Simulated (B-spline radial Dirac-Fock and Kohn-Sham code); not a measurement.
Er 3p1/2: cross section and angular parameters

System: the free erbium atom, configuration [Xe] 4f12 6s2; threshold 2006.0 eV (tabulated edge). Method: Dirac-Hartree-Slater photoionisation with a Latter tail; cross sections with all multipoles, angular parameters from the dipole term and its interference with E2. Computed with a radial atomic solver.

For linearly polarised light dσ/dΩ = σ/(4π) [1 + β P₂(cos θ) + (δ + γ cos²θ) sin θ cos φ], with θ from the polarisation vector and φ the angle between the beam and the projection of the electron momentum on the plane normal to the polarisation.

```
hν (eV)  σ (kb)      β       γ      δ
   2030    59.9  0.141  -0.354  0.100
   4660    16.6  1.597   0.005  0.001
 5414.7    12.4  1.598   0.081  0.002
 8047.8    5.32  1.558   0.471  0.012
   8540    4.65  1.548   0.547  0.014
   8690    4.47  1.545   0.570  0.015
  10400    2.93  1.507   0.818  0.025
  11600    2.25  1.480   0.977  0.033
  12000       ?      ?       ?      ?
  12700    1.80  1.457   1.112  0.040
```

**Question.** Give the values at 12000 eV.

**Answer.** σ = 2.07 kb, β = 1.472, γ = 1.027, δ = 0.035.
